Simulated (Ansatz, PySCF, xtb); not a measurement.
Gas-phase reaction 0.5 R1 + 1.5 R2 → P1, each structure at its B3LYP-D3(BJ)/def2-TZVP stationary point, reached from a drawn start (curvature not checked).
R1: N2 (SMILES N#N), charge 0, multiplicity 1.
P1: NH3 (SMILES N), charge 0, multiplicity 1.
R2: H2 (SMILES [H][H]), charge 0, multiplicity 1.

P less R. No zero-point or thermal terms.

Frozen-core correlation throughout.

Programs: Ansatz (a quantum-chemistry and plane-wave program); PySCF for the D3/D4 terms; xtb for the GFN methods. Each number belongs to the level named beside it.

```csv
level,reaction energy (eV)
GFN2-xTB,-1.936
HF/cc-pVQZ,-0.726
PBE-D3(BJ)/def2-TZVPP,-0.980
CAM-B3LYP-D3(BJ)/def2-TZVPP,-0.973
CAM-B3LYP-D4/def2-TZVPP,-0.969
B2PLYP/def2-TZVPP,-0.821
B2PLYP-D4/def2-TZVPP,-0.823
CCSD/cc-pVDZ,-0.585
CCSD/cc-pVTZ,…
```

**Question.** What belongs in the gaps?

**Answer.** 
- CCSD/cc-pVTZ, reaction energy (eV): -0.796
